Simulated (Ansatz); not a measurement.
`OCOC[SiH3]` and `O=COCO` differ in one atom or group.

Ansatz, PBE0-D4/def2-TZVP geometries, multiplicity 1. Each molecule was computed in one conformer, which needn't be the lowest.

| property | `OCOC[SiH3]` |
| --- | --- |
| size of the dipole moment (B3LYP/def2-TZVPP) / D | 0.77 |
| LUMO energy (B3LYP/def2-TZVPP) / eV | 0.46 |
| HOMO–LUMO gap (B3LYP/def2-TZVPP) / eV | 7.72 |
| size of the dipole moment (PBE/def2-TZVPP) / D | 0.89 |
| size of the dipole moment (ωB97M-V/def2-TZVPP) / D | 0.76 |
| HOMO energy (B3LYP/def2-TZVPP) / eV | -7.26 |

Q: What does the change do to each property? (Best estimate.)

A: The calculation gave: 
```tsv
property	`O=COCO`	shift
size of the dipole moment (B3LYP/def2-TZVPP) / D	1.38	0.61
LUMO energy (B3LYP/def2-TZVPP) / eV	-0.65	-1.11
HOMO–LUMO gap (B3LYP/def2-TZVPP) / eV	7.66	-0.06
size of the dipole moment (PBE/def2-TZVPP) / D	1.26	0.37
size of the dipole moment (ωB97M-V/def2-TZVPP) / D	1.39	0.63
HOMO energy (B3LYP/def2-TZVPP) / eV	-8.30	-1.04
```

Dipoles are sizes alone; their direction can turn.

B3LYP here is the variant with VWN-RPA as its local correlation; programs differ in this.
